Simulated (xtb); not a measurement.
CH7NOSi, SMILES C[Si@H](N)O. All values are semi-empirical tight-binding results from xtb (GFN2-xTB unless named), good for trends rather than for accurate numbers. Geometry: GFN2-xTB. The structure was generated by enumeration; whether it is a known compound was not checked. The values are those of a single conformer.

```json
{
  "orbital_gap": "7.03 eV",
  "dipole_moment": "1.60 D",
  "zero_point_energy": "52.9 kcal/mol",
  "G − E(el) at 298.15 K (modified RRHO)": "34.3 kcal/mol",
  "static polarisability (D4 model)": "58.5 bohr³",
  "solvation energy, GFN2-xTB/ALPB(water)": "-5.7 kcal/mol",
  "solvation energy, GFN2-xTB/ALPB(thf)": "-7.8 kcal/mol"
}
```
